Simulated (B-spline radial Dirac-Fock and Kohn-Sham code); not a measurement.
Subshell cross sections of Cl⁴⁺, photon energy 202 eV

System: chlorine as Cl⁴⁺, configuration [Ne] 3s2 3p1.

Input of the calculation (task.json; shells as n, l, electrons):

```json
{"items": [{
  "Z": 17,
  "q": 4,
  "cfg": [[1, 0, 2], [2, 0, 2], [2, 1, 6], [3, 0, 2], [3, 1, 1]],
  "A": 35,
  "rrms": 3.3654,
  "do": ["binding", "quiet", "photo", "scan"],
  "hv": [21.22, 40.1, 150, 152.0, 200, 202.0, 466.0, 1486.9, 1910.0, 17479.3, 17900.0, 40000, 53600.0, 80000, 100000, 178000.0]
}]}
```

Launch: `python xray_run.py task.json out`

Model: Dirac-Hartree-Slater photoionisation with all multipoles and Dirac-Fock thresholds. Program: a radial atomic solver. The asymmetry parameter β is from the dipole term alone. Kinetic energies are from the vacuum level. Open shells are spread statistically over j, without multiplet splitting.

The last column is dσ/dΩ = σ/(4π) · [1 + β P₂(cos θ)] at θ = 90° from the polarisation vector of linearly polarised light.

```
subshell  electrons  binding (eV)  kinetic (eV)  σ (kb)     β  dσ/dΩ (kb/sr)
      3s          2         79.59         122.4       ?     ?              ?
   3p1/2       0.33         66.85         135.1    33.9  1.63          0.501
   3p3/2       0.67         66.66         135.3    67.7  1.63          0.996
```

Q: What are σ and β for 3s?

A: σ = 149 kb, the largest of all subshells and 60 % of the total, and β = 2.00, which gives dσ/dΩ = 0.000676 kb/sr.
